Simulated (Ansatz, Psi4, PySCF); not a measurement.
Species: SiNHCl3, charge 0, multiplicity 2. SMILES: [NH][Si](Cl)(Cl)Cl
Coordinates optimised at B3LYP-D3(BJ)/def2-TZVP (Ansatz, a program for electronic structure):
```xyz
6

N      1.7873    -0.1058    -0.9135
Si     0.2448    -0.0184    -0.1325
Cl     0.3378    -0.9796     1.6693
Cl    -0.2734     1.9409     0.1352
Cl    -1.1508    -0.9225    -1.2977
H      2.5306     0.3373    -0.3661
```
Charge 0, spin multiplicity 2.

Quantity: size of the dipole moment, in D. Conventions: 6-311+G** with 5d, 6d on Na to Ar in Ansatz; 6-31G* and kin with 6d, 5d where marked; non-relativistic; open shells spin-unrestricted; no spin-orbit coupling; LANL2DZ with its own core potentials from Na on; no dispersion term unless named. Ab initio and DFT rows: single points at B3LYP-D3(BJ) geometries (Ansatz).

```csv
level,program,size of the dipole moment (D)
PBE/STO-3G,Ansatz,2.05
PBE/LANL2DZ,Ansatz,1.88
PBE/6-31G*,Ansatz,1.53
BLYP/6-31G*,Ansatz,1.50
BP86/6-31G* (5d),PySCF,1.55
B3LYP/3-21G,Ansatz,2.09
B3LYP/6-31G*,Ansatz,1.60
B3LYP/6-31+G*,Ansatz,1.51
B3LYP/6-31G**,Ansatz,1.58
M06-2X/6-31G* (5d),PySCF,1.70
wB97X-D/6-31G*,Psi4,1.69
wB97X-D/6-311+G**,Psi4,1.52
B3PW91/6-31G* (5d),PySCF,1.64
```

No value to compare with is used here. The 13 habitual levels span 1.50 (BLYP/6-31G*) to 2.09 D (B3LYP/3-21G).

The levels are drawn from those run, B3LYP/6-31G* more often than the rest, none by its result; left out are runs that failed, that the program found above a lower state of the same kind, or whose <S^2> lies over 0.5 above the pure value.
